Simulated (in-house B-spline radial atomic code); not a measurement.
**RPA and G0W0 on r2SCAN: neutral phosphorus**

Configuration [Ne] 3s2 3p3, highest spin, mean-field start r2SCAN. Computed with a B-spline radial code for spherical atoms: all electrons, scalar-relativistic (spin-free one-electron X2C), finite nucleus, each spin shell either full or empty, empty states to l = 9 with an (l + 1/2)⁻⁴ tail; G0W0 by contour deformation at full frequency.

Command:
```bash
python run_gw.py task.json out
```
Settings (radii: box in bohr, nucleus in fm):
```
Z                        15
electrons                15
configuration            [Ne] 3s2 3p3
hamiltonian              x2c
method                   r2scan
lmax                     9
rms_radius               3.1889
spin_polarised           True
box_radius               40
intervals                74
```

Cost of the run: 1.6 s on 1 thread of Arm Neoverse V2 (shared host).

Energies (hartree):

```
                                     term       value
                         mean-field total  -342.07339
Hartree-Fock functional on these orbitals  -341.53173
                      direct second order    -0.98108
                    second-order exchange     0.36098
                         SOSEX correction     0.32085
```

(1) What is the RPA correlation energy, and what remains with SOSEX?

Quasi-particle levels (eV):

| level | occupied | mean field | Σx - vxc | Σc | QP weight | G0W0 |
| --- | --- | --- | --- | --- | --- | --- |
| 3p up | yes | -6.684 | -3.87 | ? | ? | ? |
| 3p down | no | -3.246 | 5.38 | -2.81 | 0.864 | -0.678 |

G0W0 = mean field + (Σx - vxc) + Σc, with Σc (partial-wave tail included) taken at the quasi-particle energy. Only the outer levels were computed. Levels of low weight are left out.

(2) Where does G0W0 put 3p up?

## Answers

(1) RPA gives -0.84009 hartree (-1.52 eV per electron); RPA + SOSEX gives -0.51924, and the second-order doubles -0.6201 hartree (no singles). RPA lacks exchange-type terms and so overcorrelates at short range.

(2) At -10.321 eV, with Σc = 0.23 eV and a quasi-particle weight of 0.845. The tabulated removal energy is 10.487 eV (NIST, measured); the calculation leaves out spin-orbit coupling, Breit and QED terms, and what these don't explain is the method's own error.
